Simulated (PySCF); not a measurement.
Cartesian coordinates in Å; atom numbers follow the order of the lines, from 1:
```xyz
17

Cl   -0.8684    0.5928   -2.6264
C    -0.3287    0.2265   -0.9878
C     0.9309   -0.6362   -0.8790
C     0.9783   -0.6664    0.6321
C    -0.4495   -0.6020    1.1173
C    -1.3274   -0.5346   -0.1124
C     0.4030    0.6435    1.1148
C     0.0210    1.4349   -0.1159
H     1.7967   -0.1508   -1.3344
H     0.7896   -1.6196   -1.3328
H     1.7458   -1.1886    1.1856
H    -0.7623   -1.0785    2.0356
H    -2.2487    0.0321    0.0387
H    -1.5714   -1.5136   -0.5305
H     0.7371    1.1086    2.0314
H     0.8452    2.0147   -0.5368
H    -0.8399    2.0899    0.0344
```

- structure optimised with PBE0-D3(BJ)/def2-TZVP
- B97-2/pcSseg-2 with gauge-including orbitals
- program: PySCF 2.14.0 with density-fitted response routines
- non-relativistic Hamiltonian, averaged over atoms made equivalent by symmetry, fast rotation or ring inversion, one computed conformer, in vacuum

Referencing at the same level of theory: ¹³C (σ = 185.38 ppm), ¹H (σ = 31.64 ppm) vs TMS; ³⁵Cl (σ = 941.52 ppm) vs HCl.

| atoms | nucleus | count | δ (ppm) |
| --- | --- | --- | --- |
| H11/H12/H15 | ¹H | 3 | 1.07 |
| H9/H10/H13/H14/H16/H17 | ¹H | 6 | ? |
| Cl1 | ³⁵Cl | 1 | 99 |
| C2 | ¹³C | 1 | 68.7 |
| C3/C6/C8 | ¹³C | 3 | ? |
| C4/C5/C7 | ¹³C | 3 | 15.7 |

Problem. Complete the table.

Solution. 
- C3/C6/C8: 45.5 ppm, sp3 CH2 in a ring; a saturated carbon with 2 carbon neighbours and no heteroatom attached
- H9/H10/H13/H14/H16/H17: 1.63 ppm, hydrogen on an sp3 CH2 in a ring

Carbons that carry Cl, above all several Cl atoms, come out too deshielded, partly because spin–orbit coupling is missing. Shifts are as computed. Against solution values, carbons near 30 ppm lie about +3 ppm off and those near 130 ppm about +7 ppm; carbons on Cl a further +5 ppm. Of 1309 compounds with measured shifts, 239 miss one by over three times the rms of a fit or turn the order of signals round; such compounds aren't used in these exercises.
